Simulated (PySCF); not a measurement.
**Stationary points of [ZrH3]+**

Level of theory: PBE0/[Zr def2-TZVP with ECP28, H def2-TZVP], scalar-relativistic core potentials, density fitting, no spin–orbit coupling, PySCF.

Relaxations began from a few typed shapes. The search is not exhaustive: other isomers or separated fragments can lie lower, and high-lying points may rest on an excited occupation.

**Question.** Order these stationary points by electronic energy, lowest first, in kJ/mol from the lowest minimum.
A. singlet D3h: Zr–H 1.790 Å (×3); H–Zr–H 120.0° (×3)
B. singlet C3v: Zr–H 1.788 Å (×3); H–Zr–H 105.8° (×3)
C. singlet C2v: Zr–H 1.730 Å, Zr–H 1.769 Å (×2); H–Zr–H 60.7° (×2), H–Zr–H 121.4°

**Answer.** B (0.0), A (24.1), C (67.7).

**Question.** Which of them are minima?

**Answer.** By energy in kJ/mol, 0.0: minimum; 24.1: saddle point, 1 imaginary mode; 67.7: saddle point, 1 imaginary mode.

Formally Zr is in oxidation state +4, d0. A d0 centre has no lone pair, yet it is C3v rather than trigonal planar: covalent bonding through the d orbitals favours lower symmetry. The polar-tensor charge on Zr, 1.81, is far below the formal one.
